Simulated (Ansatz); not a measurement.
Born–Oppenheimer molecular dynamics of CH3FSi2 (7 atoms, charge 0, multiplicity 1). It goes on from the last frame of an earlier run, with new velocities.

Theory: RKS PBE0-D4/6-31G (Ansatz).

- ensemble: NVT, Langevin thermostat
- time step: 1 fs
- steps asked: 150
- set temperature: 300 K
- friction: 0.02 /fs
- seed: 639577

First frame:

```xyz
7
Properties=species:S:1:pos:R:3
F 0.125 -1.814 0.261
C 1.002 -0.861 0.522
Si 0.580 0.840 1.252
Si -1.060 0.808 -0.387
H 2.064 -1.232 0.402
H -1.499 2.051 -1.022
H -1.300 -0.259 -1.411
```

(1) How far do the bonds stretch over the last three quarters of this one trajectory? (Pairs bonded in most of those frames.)

## Answers

(1) 
```tsv
bond	mean (Å)	spread (Å)	shortest	longest
F1–C2	1.389	0.021	1.35	1.43
C2–Si3	1.836	0.026	1.79	1.90
C2–H5	1.099	0.026	1.05	1.16
Si3–Si4	2.320	0.063	2.19	2.41
Si4–H6	1.516	0.032	1.46	1.59
Si4–H7	1.518	0.052	1.42	1.62
```

Mean temperature of the second half: 288 K. A run of 0.15 ps of so small a system gives no equilibrium averages. Limits of this set-up: no polarisation functions.

Time of the run: 4.3 min on 1 thread of Arm Neoverse V2, on a shared host, peak memory 0.11 GiB.
